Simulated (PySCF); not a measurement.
Constitutional and geometric isomers with formula C3H3F. Isolated molecules, 0 K electronic values unless said otherwise. Strings in code marks are SMILES.

Quantity: electronic energy of isomers of C3H3F relative to `C#CCF`, in kcal/mol.

A: `CC#CF`
B: `FC1=CC1`
C: `C=C=CF`

Problem. Put the candidates in order of electronic energy of isomers of C3H3F relative to `C#CCF`, lowest first, for PBE0-D3(BJ)/def2-TZVP (PySCF).

Solution. C (-3.37 kcal/mol), A (7.35 kcal/mol), B (15.1 kcal/mol)
